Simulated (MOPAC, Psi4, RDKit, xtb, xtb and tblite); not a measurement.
Two geometries of SMILES COC[SiH2]C=O (C3H8O2Si), relaxed at GFN2-xTB with one dihedral held; other torsions can differ between them too.

Structure A

```
14

C     -2.0977     0.7196    -0.6594
O     -0.7563     0.3070    -0.6752
C     -0.4386    -0.6224     0.3426
Si     1.4156    -0.9979     0.0813
C      2.3035     0.7062     0.1103
O      3.2927     0.9560     0.7506
H     -2.3501     1.2094     0.2898
H     -2.2208     1.4269    -1.4775
H     -2.7753    -0.1312    -0.8054
H     -0.6569    -0.1934     1.3314
H     -1.0595    -1.5233     0.2431
H      1.6039    -1.5635    -1.2555
H      1.9251    -1.8650     1.1431
H      1.8529     1.5012    -0.5221
```

Structure B

```
14

C     -2.0726     0.7341    -0.6549
O     -0.7332     0.3166    -0.6371
C     -0.4407    -0.6370     0.3698
Si     1.1733    -1.4599    -0.2344
C      2.3995    -0.0271    -0.5988
O      3.5568    -0.0126    -0.2648
H     -2.3507     1.2199     0.2889
H     -2.1693     1.4476    -1.4714
H     -2.7492    -0.1126    -0.8264
H     -0.3737    -0.1493     1.3514
H     -1.2479    -1.3780     0.4359
H      0.8995    -2.1303    -1.5074
H      1.7167    -2.3666     0.7764
H      1.9873     0.8353    -1.1649
```

Task: Which is lower in energy at the level B3LYP-D3(BJ)/def2-TZVP // GFN2-xTB (Psi4), and by how much?

Result: A is lower, by 0.47 kcal/mol (dihedral C1–O2–C3–Si4: 180° in A, 160° in B).

E(B) − E(A) in kcal/mol at the other levels, on the same two geometries: GFN2-xTB (xtb and tblite) 0.38; MMFF94 // GFN2-xTB (RDKit) 0.82; B3LYP/def2-TZVP // GFN2-xTB (Psi4) 0.48; PBE/def2-TZVP // GFN2-xTB (Psi4) 0.44; PBE-D3(BJ)/def2-TZVP // GFN2-xTB (Psi4) 0.44; UFF // GFN2-xTB (RDKit) 1.06; AM1, restricted, heats of formation // GFN2-xTB (MOPAC) 0.52; PM6, restricted, heats of formation // GFN2-xTB (MOPAC) 0.30; GFN1-xTB // GFN2-xTB (xtb) 0.04.
